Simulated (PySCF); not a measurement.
## Which determinant of RbCd lies lowest?

Unrestricted PBE0; Rb def2-SVP with ECP28, Cd def2-SVP with ECP28; scalar-relativistic core potentials (PySCF 2.14). Outer shells of the fragments: Rb 5s1; Cd 4d10 5s2.

Followed along the bond (rough minima from three points):

```
2Ms+1   unpaired  ⟨S²⟩ at the start  R at minimum (Å)  Te (eV)
    2        σ ↑               0.75              4.18     0.00
    2        π ↑               0.75              3.41     0.96
    4  σ ↑↑, π ↑               3.75              3.95     3.59
```

Solutions found at the starting distance of 3.460 Å, counted from the lowest of them; the search is not exhaustive and high or unbound solutions are not listed, so other states can lie among these:

```
2Ms+1   unpaired   term  E (eV)  ⟨S²⟩  ⟨Lz²⟩   μ (D)
    2        σ ↑    ²Σ⁺    0.00  0.75   0.00   -0.52
    2        π ↑     ²Π    0.85  0.75   1.00   -7.76
    2        δ ↑     ²Δ    2.26  0.75   4.00    1.52
    4  σ ↑↑, π ↑     ⁴Π    3.56  3.75   1.00   -5.47
    4  σ ↑, π ↑↑    ⁴Σ⁻    4.19  3.75   0.00  -10.64
    4      σ ↑↑↑    ⁴Σ⁺    4.30  3.75   0.00    2.82
    4  σ ↑, π ↑↑  mixed    5.61  3.75   2.00    4.62
    4  σ ↑↑, δ ↑     ⁴Δ    5.97  3.75   4.00    2.01
```

A term symbol is given only where ⟨S²⟩ and ⟨Lz²⟩ are close to those of a pure state; real π, δ and φ orbitals otherwise mix terms. A positive dipole means Rb(−)Cd(+).

Task: Compare the gap between the two lowest followed solutions at the starting distance with the gap between their minima.

Result: At PBE0 the second solution (doublet, unpaired electrons π ↑) lies +0.85 eV from the first (doublet, unpaired electrons σ ↑) at 3.460 Å and +0.96 eV at the minima; the two curves relax by different amounts, since their minima lie near 3.41 and 4.18 Å.

Spin–orbit coupling is left out. Counting both spins, an empty level lies below a filled one in some of these solutions, because spin and occupation are held.
